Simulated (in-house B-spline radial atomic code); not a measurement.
A fraction x of an electron is added to 4p in neutral gallium, starting from [Ar] 3d10 4s2 4p1 and keeping the highest spin. Method: scalar-relativistic (X2C) Hartree-Fock with fractional occupations, spin-polarised, spherical fractional occupations, Fermi nucleus of rms radius 3.9973 fm. Calculated with a B-spline radial code for spherical atoms.

Caution: exact exchange at fractional occupations of open shells leaves self-interaction of up to several eV.

```tsv
x	E(x) - E(0) (eV)	4p up level (eV)
0	0.0000	-1.766
0.1	-0.1616	-1.467
0.2	?	?
0.3	-0.3982	-0.908
0.4	-0.4760	-0.651
0.5	?	?
0.6	-0.5589	-0.193
0.7	-0.5685	-0.004
```

Q: What belongs in the row x = 0.2?

A: An energy change of -0.2939 eV; 4p up at -1.181 eV.

Q: What belongs in the row x = 0.5?

A: An energy change of -0.5290 eV; 4p up at -0.411 eV.

Q: Check Janak's theorem between x = 0.3 and 0.4.

A: The slope of the energy is -0.78 eV; the orbital levels give -0.78 eV (ε of the filling orbital, averaged over the two points).
